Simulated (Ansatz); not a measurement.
Basis-set extrapolation for CH4F2N2Si (`N[SiH](F)/N=C/F`) (PBE0-D4/def2-TZVP geometry, frozen core, the Gaussian-basis code of Ansatz). Multiplicity 1, RHF reference.

```csv
,def2-TZVPP,def2-QZVPP
HF,-637.198921,-637.224743
MP2 correlation,-1.176606,-1.274709
CCSD(T) correlation,-1.242943,not run
```

Energies in hartree. Use E(X) = E(∞) + A·exp(−7.88·√X) for Hartree–Fock and E(X) = E(∞) + B·X^(−2.97) for correlation, with X = 3 and 4, and add CCSD(T) minus MP2 of the smaller set to the MP2 limit.

Q: What is the CCSD(T) energy at the basis-set limit?

A: HF limit: -637.224743 + (-0.025822) × 0.13774 = -637.22830. MP2 limit: -1.274709 + (-0.098103) × 0.74074 = -1.34738. Higher-order term: -1.242943 − (-1.176606) = -0.06634. Total: -638.64202 hartree, 525.5 kJ/mol below CCSD(T)/def2-TZVPP.
